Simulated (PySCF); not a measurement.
**Nd(OH)3 relaxed at several levels**

Computed with PySCF 2.14.0, def2-SVP on the ligands, density fitting, scalar-relativistic core potentials, no spin-orbit coupling, vacuum. Each row is relaxed at its own level from the same template. Distances are means of the shortest metal–ligand contacts, charges and spins Mulliken's; removal energies are rigid, with the ligand's formal charge and no counterpoise, so too large; for an anion taken off a cation in vacuum most of it is the attraction of opposite charges, and multiply charged cations can part far more cheaply with an electron moved from ligand to metal. lcecp potentials hold a fixed number of 4f electrons in the core, out of states, spins and gaps.

```csv
level,basis on the metal,point group,M–OH (Å),charge on M (e),dipole (D),removal of one OH (eV),"strongest infrared band, degenerate modes summed (cm⁻¹)",unstable modes (below −25 cm⁻¹)
PBE0,lcecp-1-SVP with ECP49,C3v,2.105,1.08,1.06,10.84,363,0
```

Q: What does the calculation give for BP86, lcecp-1-SVP with ECP49?

A: point group: C3v, M–OH (Å): 2.113, charge on M (e): 0.87, dipole (D): 1.37, removal of one OH (eV): 10.85, strongest infrared band, degenerate modes summed (cm⁻¹): 337, unstable modes (below −25 cm⁻¹): 0.
```xyz
7

Nd    0.0000    0.0000   -0.3793
O     2.0668    0.0000    0.0596
H     2.9722    0.0000    0.4040
O    -1.0334    1.7899    0.0596
H    -1.4861    2.5740    0.4040
O    -1.0334   -1.7899    0.0596
H    -1.4861   -2.5741    0.4040
```

One start shape was tried for each, so a minimum needn't be the lowest isomer.
